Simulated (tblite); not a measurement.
Species: C7H11ClGe.
Atom-mapped SMILES: `[CH2:1]=[CH:2][C@@H:3]1[CH2:4][CH2:5][C:6](=[CH2:7])[Ge@H:8]1[Cl:9]` (hydrogens: H10, H11 on C1; H12 on C2; H13 on C3; H14, H15 on C4; H16, H17 on C5; H18, H19 on C7; H20 on Ge8)

Computed with GFN2-xTB (tblite), gas phase: L-BFGS steps from a force-field or distance-geometry start until the largest atomic force falls under 0.01 eV/Å.

Step 32: E = -736.0809 eV
```
atom  x, y, z in Å  |  force x, y, z in eV/Å
C1      3.2844   -0.4396   -0.6633   -0.040   0.025   0.012
C2      2.1260   -0.4064   -0.0252   -0.016  -0.015   0.003
C3      0.9204    0.3689   -0.4165    0.009  -0.025   0.037
C4      0.1865    0.9425    0.8076   -0.042  -0.007  -0.023
C5     -1.3175    1.1109    0.5439   -0.020  -0.032  -0.012
C6     -1.8624   -0.1750   -0.0056   -0.045   0.023  -0.028
C7     -2.9999   -0.7470    0.3478   -0.023   0.026   0.012
Ge8    -0.4938   -0.8191   -1.2695    0.019  -0.012   0.039
Cl9    -0.9440   -0.2037   -3.2410    0.006   0.002  -0.109
H10     4.0972   -1.0588   -0.3170   -0.044   0.065  -0.058
H11     3.4643    0.1427   -1.5541   -0.013  -0.014   0.053
H12     1.9803   -1.0152    0.8614    0.087  -0.015  -0.024
H13     1.1773    1.1658   -1.1211    0.017  -0.055   0.036
H14     0.3145    0.2526    1.6469   -0.020   0.044  -0.012
H15     0.6247    1.9031    1.0882    0.002  -0.042   0.032
H16    -1.4538    1.8934   -0.2128   -0.029  -0.029   0.054
H17    -1.8489    1.4052    1.4515    0.079   0.060  -0.020
H18    -3.6574   -0.3083    1.0851   -0.011   0.007   0.002
H19    -3.3324   -1.6741   -0.0946    0.046   0.040   0.020
H20    -0.2705   -2.3275   -1.3245    0.038  -0.046  -0.014
```

Step 33: E = -736.0832 eV
```
atom  x, y, z in Å  |  force x, y, z in eV/Å
C1      3.2833   -0.4351   -0.6637   -0.047   0.017   0.015
C2      2.1257   -0.4071   -0.0229    0.005  -0.032  -0.012
C3      0.9176    0.3657   -0.4160    0.095  -0.008   0.072
C4      0.1836    0.9394    0.8087   -0.013  -0.026  -0.047
C5     -1.3182    1.1138    0.5405   -0.011  -0.032  -0.018
C6     -1.8644   -0.1728   -0.0070   -0.033   0.036  -0.026
C7     -3.0025   -0.7427    0.3478   -0.007  -0.001   0.028
Ge8    -0.4914   -0.8209   -1.2683   -0.049  -0.033   0.029
Cl9    -0.9424   -0.2048   -3.2401    0.012  -0.001  -0.103
H10     4.1012   -1.0496   -0.3206   -0.055   0.059  -0.048
H11     3.4593    0.1457   -1.5563   -0.021  -0.002   0.057
H12     1.9858   -1.0198    0.8628    0.074   0.016  -0.040
H13     1.1811    1.1618   -1.1197   -0.012  -0.057   0.046
H14     0.3054    0.2425    1.6440   -0.019   0.072  -0.018
H15     0.6260    1.8969    1.0943   -0.003  -0.058   0.033
H16    -1.4517    1.8961   -0.2175   -0.022  -0.039   0.062
H17    -1.8455    1.4119    1.4486    0.044   0.057  -0.018
H18    -3.6590   -0.3064    1.0880   -0.004   0.016  -0.018
H19    -3.3313   -1.6729   -0.0904    0.032   0.041   0.014
H20    -0.2678   -2.3310   -1.3249    0.034  -0.021  -0.008
```

Step 34: E = -736.0859 eV
```
atom  x, y, z in Å  |  force x, y, z in eV/Å
C1      3.2827   -0.4275   -0.6648   -0.038   0.008   0.008
C2      2.1267   -0.4072   -0.0210    0.025  -0.045  -0.016
C3      0.9155    0.3610   -0.4134    0.138  -0.001   0.085
C4      0.1795    0.9325    0.8107    0.021  -0.041  -0.051
C5     -1.3187    1.1171    0.5344    0.011  -0.019  -0.014
C6     -1.8679   -0.1695   -0.0095   -0.014   0.041  -0.016
C7     -3.0057   -0.7369    0.3492    0.012  -0.025   0.038
Ge8    -0.4899   -0.8244   -1.2658   -0.111  -0.046  -0.010
Cl9    -0.9414   -0.2061   -3.2403    0.024  -0.012  -0.071
H10     4.1062   -1.0352   -0.3254   -0.042   0.035  -0.029
H11     3.4540    0.1509   -1.5589   -0.029   0.027   0.038
H12     1.9966   -1.0234    0.8636    0.047   0.031  -0.032
H13     1.1826    1.1568   -1.1163   -0.034  -0.046   0.044
H14     0.2907    0.2258    1.6397   -0.015   0.088  -0.014
H15     0.6287    1.8839    1.1074   -0.014  -0.066   0.025
H16    -1.4449    1.8973   -0.2266   -0.017  -0.033   0.052
H17    -1.8421    1.4248    1.4407    0.003   0.043  -0.009
H18    -3.6607   -0.3015    1.0912   -0.003   0.028  -0.029
H19    -3.3304   -1.6709   -0.0826    0.010   0.027   0.002
H20    -0.2666   -2.3367   -1.3251    0.028   0.004  -0.002
```

Question: Estimate the geometry and energy of step 35. (The exact step hangs on the optimiser's Hessian estimate; all steps are aligned on step 34, rigid shifts and turns removed.)

Answer: E = -736.0884 eV, largest force 0.143 eV/Å
```
atom  x, y, z in Å  |  force x, y, z in eV/Å
C1      3.2827   -0.4185   -0.6665   -0.012  -0.001  -0.009
C2      2.1290   -0.4071   -0.0199    0.035  -0.043  -0.006
C3      0.9154    0.3559   -0.4092    0.105  -0.012   0.059
C4      0.1757    0.9230    0.8129    0.041  -0.039  -0.032
C5     -1.3185    1.1204    0.5270    0.031   0.000  -0.001
C6     -1.8720   -0.1656   -0.0124    0.001   0.032  -0.002
C7     -3.0085   -0.7314    0.3520    0.025  -0.032   0.039
Ge8    -0.4906   -0.8290   -1.2630   -0.128  -0.036  -0.052
Cl9    -0.9409   -0.2073   -3.2412    0.036  -0.027  -0.031
H10     4.1109   -1.0189   -0.3301   -0.008   0.001  -0.010
H11     3.4489    0.1578   -1.5615   -0.033   0.060   0.006
H12     2.0101   -1.0249    0.8638    0.017   0.022   0.000
H13     1.1812    1.1516   -1.1113   -0.039  -0.022   0.030
H14     0.2732    0.2067    1.6349   -0.008   0.081   0.005
H15     0.6319    1.8664    1.1243   -0.022  -0.059   0.013
H16    -1.4348    1.8967   -0.2381   -0.013  -0.012   0.030
H17    -1.8397    1.4408    1.4298   -0.026   0.023  -0.005
H18    -3.6622   -0.2944    1.0937   -0.008   0.038  -0.026
H19    -3.3301   -1.6686   -0.0731   -0.011   0.006  -0.012
H20    -0.2669   -2.3427   -1.3248    0.019   0.020   0.002
```

The energy changes by -0.0025 eV. The first-order estimate −F·Δx gives -0.0035 eV and the mean of the old and new forces, exact on a quadratic surface, -0.0025 eV. The step makes an angle of 79° with the force vector and moves no atom by more than 0.026 Å.

The cost below is that of the whole relaxation. On one thread of an Intel Xeon 6975P-C (shared host), this took 0.97 s wall.
